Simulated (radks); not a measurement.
Problem. The silicon ion Si2+, [Ne] 3s2. Calculated with a radial shooting solver on a logarithmic mesh with Libxc functionals: non-relativistic Kohn-Sham, PBE, spin-polarised, spherical densities, point nucleus. Every spin shell is full or empty, so the densities are truly spherical. Functionals are evaluated on that one density, not self-consistently. Rank these exchange functionals by their error against the exact value of the orbitals, and give that value: LDA, PBE, revPBE, RPBE, OPTX, SOGGA, B86b, G96, APBE, revTPSS, Tao-Mo.

Solution. Exact: -19.7436 hartree. From best to worst, with 100 (|E| - |E exact|)/|E exact| (equal figures are ties): revPBE +0.01, Tao-Mo +0.02, OPTX +0.03, G96 +0.13, RPBE +0.17, B86b +0.19, revTPSS -0.32, PBE -0.46, APBE +0.74, SOGGA -3.62, LDA -8.33.
